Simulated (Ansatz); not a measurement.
Stepwise reaction of `[Cl][GaH][Cl]` with hydrogen fluoride, as a gas-phase model of exchange steps in deposition or etching. ΔE in kJ/mol; ΔG adds harmonic PBE0-D4 terms to CCSD(T)/CBS, at 1 bar.

Program: Ansatz. Geometries: PBE0-D4/def2-TZVP. ΔE: electronic, gas phase. CCSD(T)/CBS adds triple-zeta CCSD(T) − MP2 to the extrapolated MP2 energy (def2 sets, frozen cores). This one scheme is used for every species. Functionals use def2-TZVPP. B3LYP here is the variant with VWN-RPA as its local correlation; programs differ in this. For Ga outer-core shells are correlated without core-valence functions, which leaves a few kJ/mol of doubt a bond. Scalar relativity is left out up to krypton.

| step | reaction | PBE-D4 | B3LYP-D4 | ωB97M-V | CCSD(T)/CBS | ΔG(600 K) |
| --- | --- | --- | --- | --- | --- | --- |
| 2 | `[F][GaH][Cl]` + H–F → `[F][GaH][F]` + HCl | 30.4 | 28.6 | 29.8 | 34.6 | 31.6 |

(1) Give the row of step 1, `[Cl][GaH][Cl]` + H–F → `[F][GaH][Cl]` + HCl. (Best estimate.)

(2) By hand: ΔE of the 2 steps together at CCSD(T)/CBS.

Results:

(1) Computed: 
| step | reaction | PBE-D4 | B3LYP-D4 | ωB97M-V | CCSD(T)/CBS | ΔG(600 K) |
| --- | --- | --- | --- | --- | --- | --- |
| 1 | `[Cl][GaH][Cl]` + H–F → `[F][GaH][Cl]` + HCl | 29.8 | 28.2 | 29.2 | 34.8 | 24.8 |

(2) (34.8) + (34.6) = 69.4 kJ/mol, or 34.7 kJ/mol a step.

In ΔE the steps differ by no more than 0.2 kJ/mol. All are uphill at CCSD(T)/CBS. ΔG lies between 24.8 and 31.6 kJ/mol a step. PBE-D4 differs from CCSD(T)/CBS by -5.0 to -4.2 kJ/mol a step. Isolated molecules leave out the surface, adducts and barriers. Largest T1 diagnostic: 0.015.
